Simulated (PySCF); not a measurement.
Computed with PySCF (xtb for GFN2) and rigid-rotor harmonic-oscillator thermochemistry at 1 bar. 'Table' is the NASA 1993 thermochemical table (part measured, part estimated). All species are closed-shell singlets. The harmonic model lacks anharmonicity and excited electronic states, which grow with temperature; levels with a mode under 35 cm⁻¹ are left out. Soft modes under 120 cm⁻¹ make the harmonic entropy rough for SiHI3. The table's entry may be an old estimate for SiHI3 (not checked at source).

Harmonic frequencies at GFN2-xTB (cm⁻¹): 67, 67, 108, 300, 453, 453, 653, 653, 2411. Point group C3v; S°(298 K) = 377.9 J/mol/K at this level.

Question: Work out Cp and S° of gaseous SiHI3 at 500, 800, 1200, 1600, 2000 K from these, and set them beside the table.

Answer: 
```tsv
T (K)	Cp GFN2-xTB	Cp table	S° GFN2-xTB	S° table
500	93.2	93.3	423.9	420.9
800	99.0	99.3	469.1	466.3
1200	102.8	103.1	510.0	507.4
1600	104.7	105.0	539.9	537.3
2000	105.8	106.1	563.4	560.9
```
Units J/mol/K.
